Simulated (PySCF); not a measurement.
# Two-photon absorption: SMILES C=C(F)/C(F)=C\C, C5H6F2

Cartesian coordinates in Å; atom numbers follow the order of the lines, from 1:
```xyz
13

C    -2.2563    1.0673   -0.4305
C    -1.0910    0.4183   -0.4476
F    -0.7099   -0.2480   -1.5408
C    -0.1437    0.3623    0.6665
F    -0.6000    1.0535    1.7235
C     1.0427   -0.2501    0.7737
C     1.7852   -1.0710   -0.2229
H    -2.5592    1.6117    0.4615
H    -2.9023    1.0536   -1.3089
H     1.5196   -0.1077    1.7501
H     2.7718   -0.6209   -0.4235
H     1.9818   -2.0767    0.1841
H     1.2550   -1.1793   -1.1738
```

Method used: TDDFT CAM-B3LYP/def2-TZVPD excited states, vertical, gas phase in PySCF 2.14.0. Geometry: PBE0-D3(BJ)/def2-SVP.

Give the one- and two-photon strengths of the lowest singlets.

δ for parallel linear polarisation; σ at the peak of a Lorentzian of half width 0.1 eV, single beam; Ω is circular over linear.
| state | E (eV) | f | photon λ (nm) | δ (au) | σ (GM) | Ω | main |
| --- | --- | --- | --- | --- | --- | --- | --- |
| S1 | 5.61 | 0.697 | 442 | 80 | 0.92 | 0.52 | HOMO→LUMO 0.98 |
| S2 | 6.29 | 0.002 | 394 | 40.2 | 0.58 | 1.50 | HOMO→LUMO+1 0.90 |
| S3 | 6.75 | 0.008 | 368 | 87.8 | 1.46 | 1.50 | HOMO→LUMO+2 0.85 |
| S4 | 7.00 | 0.012 | 354 | 775 | 13.90 | 0.77 | HOMO−1→LUMO 0.96 |
| S5 | 7.04 | 0.018 | 352 | 1.36 | 0.03 | 1.47 | HOMO→LUMO+3 0.86 |
| S6 | 7.55 | 0.011 | 328 | 56.6 | 1.18 | 1.50 | HOMO→LUMO+4 0.67, HOMO→LUMO+5 0.11 |

Among these, the strongest one-photon state is S1, the strongest two-photon state S4, with a dipole change of 0.5 D (relaxed, norm of the difference vector).
